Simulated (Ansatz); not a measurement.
Ideal-gas functions of C₂H₄FNSi (`C[SiH](F)C#N`) at 400 K and 1 bar, from an Ansatz frequency run at PBE0-D4/def2-TZVP.

Molar mass 89.14 g/mol, point group C1 (symmetry number 1), electronic degeneracy 1, moments of inertia 84.097, 174.31, 232.15 u Å². Harmonic wavenumbers (cm⁻¹, unscaled): 129, 148, 180, 241, 360, 384, 580, 689, 746, 777, 847, 894, 940, 1287, 1440, 1442, 2280, 2338, 3056, 3142, 3150.

Use S(trans) = R[1.5 ln M + 2.5 ln T − 1.1517]; rotational temperatures θ = 24.2544 K / I; S(rot) = R[ln(√π/σ · √(T³/θAθBθC)) + 1.5]; for each mode x = 1.438777 ν̃/T, S = R[x/(eˣ − 1) − ln(1 − e⁻ˣ)] and H = RT x/(eˣ − 1); 1 cm⁻¹ = 0.0119627 kJ/mol; R = 8.31446 J/(mol·K).

Problem. By hand: the entropy, in J/(mol·K).

Solution. Translation 171.0. Rotation: θ = 0.2884, 0.1391, 0.1045 K, giving 114.7. Vibration, mode by mode: 14.77, 13.65, 12.07, 9.76, 6.72, 6.26, 3.56, 2.62, 2.22, 2.04, 1.67, 1.46, 1.28, 0.46, 0.29, 0.29, 0.02, 0.02, 0.00, 0.00, 0.00, in all 79.2. Electronic 0.0. Sum 364.9 J/(mol·K).

Problem. By hand: H − E and G − E in kJ/mol, counted from the electronic energy.

Solution. Zero-point energy ½ × 25050 × 0.0119627 = 149.8; thermal vibration 17.5; translation, rotation and pV give 4 RT = 13.3. H − E = 180.6 kJ/mol, and G − E = 180.6 − 400 × 364.9/1000 = 34.6 kJ/mol.

Vibration gives 22 % of the entropy, 28.4 J/(mol·K) of it from the modes under 150 cm⁻¹: soft modes count most, and the harmonic formula is weakest for them. The sum counts one conformer and one mirror image; others add a mixing term.
